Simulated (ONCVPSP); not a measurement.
Transferability test, ONCV potential for manganese (Mn)

manganese, optimised norm-conserving Vanderbilt (ONCV), made with ONCVPSP 4.0.1 (LDA (Perdew-Zunger), scalar-relativistic). Core [Ne] 3s2, reference 3p6 3d5 4s1.75 4p0.25. Waves: 4s: rc 2.20 bohr, ncon 4, nbas 7, qcut 2.4 1/bohr, 2 projectors, debl 2.1 Ha; 3p+4p: rc 1.65 bohr, ncon 4, nbas 8, qcut 8.3 1/bohr, 2 projectors; 3d: rc 1.50 bohr, ncon 4, nbas 9, qcut 8.5 1/bohr, 2 projectors, debl 1.2 Ha; f scattering state at 0.37 Ha: rc 2.35 bohr, ncon 3, nbas 8, qcut 5.4 1/bohr, 1 projector. Local part: polynomial inside 1.35 bohr (lpopt 5, dvloc0 4 Ha). Core correction: Teter function, fcfact 2, rcfact 1.1.

Energies are relative to the spin-unpolarised reference configuration 3p6 3d5 4s1.75 4p0.25; without spin polarisation the order of configurations can differ from experiment. Not all tests gave a result: 1 of 4 tests not solved or not reliable.

```
valence configuration  charge  ΔE all-electron (eV)  error AE − PS (meV)
      3p6 3d5 4s2 4p0       0                -0.960                 -0.1
      3p6 3d5 4s1 4p0      +1                 7.694                 -1.9
      3p6 3d5 4s0 4p0      +2                23.571                  -14
```

Levels in the configuration 3p6 3d5 4s2 4p0:

```csv
level,all-electron (eV),pseudo (eV)
3p,-54.486,-54.504
3d,-7.007,-7.015
4s,-5.290,-5.288
```

Note: no bound ghost flagged; GHOST(+) flagged for s at 57.2 eV.
